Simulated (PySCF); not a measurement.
# Fractional electron number in Tc (technetium, neutral)

The 5s beta orbital of [Kr] 4d5 5s2 is emptied in steps (occupation f), with all orbitals relaxed, ending at [Kr] 4d5 5s1. Calculation: PySCF 2.14, in aug-cc-pVTZ-PP with ECP28MDF; scalar relativity through the core potential. The exact energy is a straight line in f; departures are measured from the line between the end points of the same method.

| f | PBE0 (eV) | LC-wPBE (eV) |
| --- | --- | --- |
| 1 | 0.000 | 0.000 |
| 0.9 | -0.169 | 0.011 |
| 0.7 | -0.394 | 0.024 |
| 0.5 | -0.469 | 0.024 |
| 0.3 | -0.391 | 0.017 |
| 0.1 | -0.161 | 0.007 |
| 0 | 0.000 | 0.000 |

```csv
method,E(f=0) − E(f=1) (eV),−ε at f=1 (eV),−ε at f=0.5 (eV)
PBE0,6.715,4.837,6.721
LC-wPBE,6.527,6.653,6.504
```

Orbital energy along the path (eV):

| f | PBE0 | LC-wPBE |
| --- | --- | --- |
| 1 | -4.837 | -6.653 |
| 0.9 | -5.212 | -6.621 |
| 0.7 | -5.965 | -6.559 |
| 0.5 | -6.721 | -6.504 |
| 0.3 | -7.485 | -6.479 |
| 0.1 | -8.235 | -6.476 |
| 0 | -8.150 | -6.396 |

As f goes to zero the orbital energy of a semilocal functional can turn back, because the density of that orbital vanishes from the exchange-correlation potential.

Reference removal energy between the ground levels: 7.119 eV (measured; NIST Atomic Spectra Database, ionization energies).
